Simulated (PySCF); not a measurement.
C4H5O2Se (charge -1).
Numbering: `[CH2:1]=[C:2]([Se:3][CH3:4])[C:5](=[O:6])[O-:7]` (hydrogens: H8, H9 on C1; H10, H11, H12 on C4)

Geometry (PBE0-D3(BJ)/def2-SVP, Å), atoms numbered from 1 in this order:
```
atom  x, y, z in Å
C1     1.456   -1.542    0.465
C2     0.721   -0.478    0.116
Se3   -0.747   -0.774   -1.082
C4    -2.018    0.528   -0.396
C5     1.155    0.966    0.549
O6     0.535    1.913    0.027
O7     2.082    0.982    1.371
H8     2.352   -1.345    1.062
H9     1.196   -2.568    0.183
H10   -2.768    0.708   -1.181
H11   -2.512    0.156    0.513
H12   -1.411    1.426   -0.194
```

Computed with PBE0-D3(BJ)/def2-SVP geometry optimisation, gas phase (PySCF 2.14.0).

Masses are those of the commonest isotopes; rigid-rotor values at the optimised geometry. The values belong to one conformer with, in the numbering `[CH2:1]=[C:2]([Se:3][CH3:4])[C:5](=[O:6])[O-:7]`, C1–C2–Se3–C4 145°, C1–C2–C5–O6 170°.

Question: Give the principal moments of inertia and the rotational constants in cm⁻¹.

Answer: Ia = 162.00, Ib = 384.79, Ic = 512.66 u·Å²; 505379 MHz·u·Å²/I gives 3120, 1313 and 985.8 MHz, that is A = 0.10406, B = 0.04381, C = 0.03288 cm⁻¹.

Question: Classify the top.

Answer: An asymmetric top; Ray's κ = -0.693.

Question: What does the inertial defect say?

Answer: Not planar: Δ = Ic − Ia − Ib = -34.13 u·Å². For a rigid frame Δ = −2 Σ m c², so Σ m c² = 17.07 u·Å² lies off the ab plane: 4.02 from hydrogen and 13.04 from heavier atoms. The atom farthest from that plane is 1.84 Å away.

Question: List the rotational levels J(Ka,Kc) to J = 5 (K).

Answer: Above 0(0,0), as E/k:
J = 1: 1(0,1) 0.110, 1(1,1) 0.197, 1(1,0) 0.213
J = 2: 2(0,2) 0.329, 2(1,2) 0.402, 2(1,1) 0.449, 2(2,1) 0.709, 2(2,0) 0.711
J = 3: 3(0,3) 0.652, 3(1,3) 0.708, 3(1,2) 0.802, 3(2,2) 1.040, 3(2,1) 1.050, 3(3,1) 1.514, 3(3,0) 1.514
J = 4: 4(0,4) 1.076, 4(1,4) 1.115, 4(1,3) 1.271, 4(2,3) 1.480, 4(2,2) 1.508, 4(3,2) 1.959, 4(3,1) 1.960, 4(4,1) 2.618, 4(4,0) 2.618
J = 5: 5(0,5) 1.595, 5(1,5) 1.620, 5(1,4) 1.852, 5(2,4) 2.027, 5(2,3) 2.087, 5(3,3) 2.516, 5(3,2) 2.520, 5(4,2) 3.174, 5(4,1) 3.174, 5(5,1) 4.021, 5(5,0) 4.021
The levels of one J sum to (2J + 1)J(J + 1)(A + B + C)/3.

Question: Which types of transition are allowed, and where do some lines up to J = 5 fall?

Answer: The dipole components (about the centre of mass, as the species is charged) are |μa| = 7.21 D, |μb| = 1.88 D, |μc| = 0.79 D. Intensities carry the squares of the components, which stand as 1.00 : 0.07 : 0.01 (a : b : c). Some lines, for components of 0.1 D or more:

```csv
type,branch,"J(Ka,Kc)",MHz,lower level (cm⁻¹)
a,Q,"2(1,1) ← 2(1,2)",983,0.279
a,Q,"5(2,3) ← 5(2,4)",1245,1.409
b,Q,"4(2,2) ← 4(1,3)",4932,0.883
c,Q,"3(2,2) ← 3(1,2)",4954,0.558
b,Q,"3(2,2) ← 3(1,3)",6917,0.492
a,R,"3(2,1) ← 2(2,0)",7056,0.494
c,R,"2(1,1) ← 1(0,1)",7060,0.077
a,R,"3(1,2) ← 2(1,1)",7362,0.312
b,Q,"4(2,3) ← 4(1,4)",7613,0.775
b,R,"4(0,4) ← 3(1,3)",7661,0.492
b,R,"3(1,3) ← 2(0,2)",7901,0.229
a,R,"4(0,4) ← 3(0,3)",8823,0.454
a,R,"4(2,2) ← 3(2,1)",9538,0.730
b,Q,"3(3,1) ← 3(2,2)",9874,0.723
b,Q,"5(3,3) ← 5(2,4)",10178,1.409
b,R,"2(2,1) ← 1(1,0)",10344,0.148
c,R,"2(2,0) ← 1(1,0)",10385,0.148
a,R,"5(4,2) ← 4(4,1)",11586,1.819
c,R,"4(2,2) ← 3(1,2)",14692,0.558
c,R,"3(3,1) ← 2(2,1)",16771,0.493
b,R,"4(3,2) ← 3(2,1)",18944,0.730
c,R,"5(2,4) ← 4(1,4)",19018,0.775
c,R,"4(4,0) ← 3(3,0)",22991,1.052
c,R,"4(4,1) ← 3(3,1)",22994,1.052
```

Question: Estimate the classical rotational partition function at 50 K, 100 K and 298.15 K.

Answer: Point group C1, symmetry number σ = 1; q = (√π/σ)·√((kT/h)³/(ABC)), k/h = 20836.6 MHz/K: 29700 at 50 K, 83900 at 100 K, 432000 at 298.15 K.

No PBE0-D3(BJ)/def2-SVP frequencies stand behind this structure, so it isn't proved a minimum. The geometry's basis has no diffuse functions, a weakness for an anion. These are rigid-rotor constants of the computed structure; measured ground-state constants (B0) also hold zero-point vibration. A rigid rotor knows nothing of internal rotation, which can split or shift real lines.
